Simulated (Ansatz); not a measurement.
```yaml
crystal:
  periodic: [false, false, false]
  atoms:
    - {symbol: In, position_ang: [-3.403632, 1.125340, -0.400219]}
    - {symbol: In, position_ang: [-1.069960, -1.369900, 2.408584]}
    - {symbol: In, position_ang: [0.863239, -3.157619, 0.114399]}
    - {symbol: In, position_ang: [-1.211104, 1.200902, -3.157784]}
    - {symbol: In, position_ang: [1.012068, -1.016626, -2.709111]}
    - {symbol: In, position_ang: [-1.759838, -1.305812, -1.086486]}
    - {symbol: In, position_ang: [-1.563352, 1.580459, 1.919488]}
    - {symbol: In, position_ang: [2.222995, -2.236477, 2.584231]}
    - {symbol: In, position_ang: [1.290401, 1.786129, -1.024784]}
    - {symbol: In, position_ang: [-1.116566, 3.493809, -0.359174]}
    - {symbol: In, position_ang: [3.172706, -0.852413, 0.135140]}
    - {symbol: In, position_ang: [1.367341, 1.081385, 2.438927]}
    - {symbol: N, position_ang: [-2.287155, -0.449851, 0.846183]}
    - {symbol: N, position_ang: [-2.899193, 0.187172, -2.212457]}
    - {symbol: N, position_ang: [-2.872422, 2.854028, 0.777706]}
    - {symbol: N, position_ang: [-0.136553, -2.551246, -1.626661]}
    - {symbol: N, position_ang: [0.214705, -3.000063, 2.210523]}
    - {symbol: N, position_ang: [2.953166, -2.950917, 0.600548]}
    - {symbol: N, position_ang: [0.043892, -0.047617, -4.270090]}
    - {symbol: N, position_ang: [-0.218605, 2.857086, -2.163953]}
    - {symbol: N, position_ang: [2.491206, 0.143188, -1.580753]}
    - {symbol: N, position_ang: [-0.525155, 0.502207, 3.403692]}
    - {symbol: N, position_ang: [2.978375, -0.227744, 2.238293]}
    - {symbol: N, position_ang: [0.453441, 2.354578, 0.913760]}
basis:
  gaussian: {orbitals: STO-3G}
hamiltonian: {xc: {name: B2GP-PLYP}}
```

```sh
$ ansatz run in.yaml --threads 2 --pin off --events-out ev --progress --plain --max-ram 22528MiB --backend cuda --devices 0, --max-vram 18GiB
```

Shortened log:

```
Functional definition: B2GP-PLYP
5369 factors; integrals over basis functions are off by at most 1.0e-4 eV
mean field evaluation 1: about -1873688.7593 eV, gradient 9.4e1 eV
mean field evaluation 2: about -1873688.9525 eV, gradient 9.4e1 eV
mean field evaluation 4: about -1873698.7067 eV, gradient 7.8e1 eV
mean field evaluation 8: about -1873726.4428 eV, gradient 2.3e0 eV
mean field evaluation 16: about -1873726.4427 eV, gradient 4.2e-2 eV
mean field evaluation 32: about -1873726.4426 eV, gradient 3.9e-5 eV
mean field evaluation 64: about -1873707.8432 eV, gradient 2.8e1 eV
mean field -1873726.44262684 eV, -68858.1767091375 hartree, gradient 2.0e-6 eV, S^2 0.000000; 1 other end points of the search recorded, 0 dependent functions left out; unrestricted orbitals would lower it
228 core orbitals not correlated: weight in the atoms' cores, before any rotation towards them, 1.000 or more for the frozen orbitals, at most 0.000 for the correlated occupied ones
reference -1873726.44282436 eV, -68858.1767163963 hartree; 108, 108 occupied and 48, 48 virtual orbitals, 5369 factors
second order -56.58631324 eV of doubles, -0.00000000 eV of singles
Total energy: -1873746.81389713 eV, -68858.9253395125 hartree
```

Hardware: 2 threads of AMD EPYC 7R13 on a shared host and a share (18 GiB) of an NVIDIA H100 80GB HBM3. Wall time 35 s, peak host memory 2.3 GiB.

Correlated methods freeze 228 core orbitals; core or outer-core shells of In are correlated, in sets that lack core-valence functions. The restricted singlet is unstable: a solution with broken spin symmetry lies lower.
